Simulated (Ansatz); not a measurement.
Two structures of ZnNH$_{4}$ClO, singlet, reached by relaxing down either side of one saddle point (PBE0-D4/def2-TZVP). Energies are electronic, without zero-point energy. Program: Ansatz 0.2.0. Basis: def2-TZVPP and def2-QZVPP. Cores are frozen in the correlated methods. The 3s and 3p shells of Cu and Zn are frozen; filled d shells are correlated. Extrapolation: Hartree–Fock as exp(−7.88 √X), correlation as X^−2.97. First:

```xyz
8
angstrom
Zn -0.2168 -0.6439 -0.7308
O 1.5976 -0.6667 -0.7533
Cl -2.1766 -1.2096 -1.3786
H 0.6547 0.9587 1.0674
N -0.3215 0.7645 0.8671
H 2.0104 -1.2384 -1.4008
H -0.7857 1.6315 0.6242
H -0.7620 0.4038 1.7050
```

Second:

Zn1  (-0.893, -0.365, -0.366)
O2  (1.292, -0.780, -0.369)
Cl3  (-1.890, -1.526, -1.830)
H4  (1.348, 0.060, 0.128)
N5  (-0.376, 0.912, 0.899)
H6  (1.876, -0.738, -1.130)
H7  (-0.832, 1.812, 0.806)
H8  (-0.525, 0.624, 1.860)
(Å)

Which bonds change from the first to the second?

ZnHClO ([OH][Zn][Cl]) + NH₃ → ZnNH₂Cl ([NH2][Zn][Cl]) + H₂O (still joined by a long Zn–O bond); bonds formed: O2–H4; dative contacts that become bonds: Zn1–N5; bonds broken: H4–N5; bonds weakened to dative contacts: Zn1–O2.

Give the saddle point's structure and its height above each. (An estimate is asked for; the value comes from the calculation.)

Computed: 21.40 kcal/mol above the first and 6.25 kcal/mol above the second (CCSD(T) at an estimated basis limit (MP2 extrapolated from triple and quadruple zeta, plus CCSD(T) − MP2 in triple zeta)).
Zn1  (-0.766, -0.553, -0.528)
O2  (1.248, -0.660, -0.348)
Cl3  (-2.145, -1.556, -1.783)
H4  (0.889, 0.219, 0.351)
N5  (-0.246, 0.755, 0.839)
H6  (1.938, -0.508, -0.994)
H7  (-0.443, 1.730, 0.657)
H8  (-0.475, 0.572, 1.807)
(Å)

The T1 diagnostic stays at or below 0.014.

Labels in which every atom is bracketed show which atoms are joined, not bond orders.

For scale, one of the runs: CCSD(T)/def2-TZVPP, 224 basis functions, launched by `ansatz run in.yaml --threads 8 --pin off --events-out ev --progress --plain --max-ram 19148MiB`. Time: 49 s of wall clock on 8 CPU threads of an Arm Neoverse V2; the host was shared. Peak host memory: 3.6 GiB.
